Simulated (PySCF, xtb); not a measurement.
C5H10, SMILES CC1CCC1.

Harmonic wavenumbers (cm⁻¹) from GFN2-xTB (xtb) at its own minimum, in rising order: 80, 209, 326, 409, 666, 798, 813, 910, 948, 957, 997, 1040, 1044, 1141, 1151, 1175, 1191, 1215, 1245, 1255, 1255, 1269, 1338, 1410, 1476, 1477, 1495, 1501, 1503, 2958, 2992, 3002, 3010, 3014, 3017, 3018, 3025, 3027, 3031.

Q: What does PySCF with PBE0-D3(BJ)/def2-SVP give at its own minimum? (Estimate from the structure and the level; the computed values follow.)

A: 157, 234, 317, 416, 606, 763, 781, 901, 913, 934, 962, 979, 1001, 1139, 1145, 1182, 1209, 1247, 1249, 1260, 1278, 1297, 1367, 1404, 1448, 1453, 1465, 1466, 1489, 3042, 3061, 3065, 3070, 3081, 3129, 3133, 3136, 3139, 3148. Paired by order, the mean absolute difference is 42 cm⁻¹ and the zero-point energies are 86.3 and 87.3 kcal/mol.
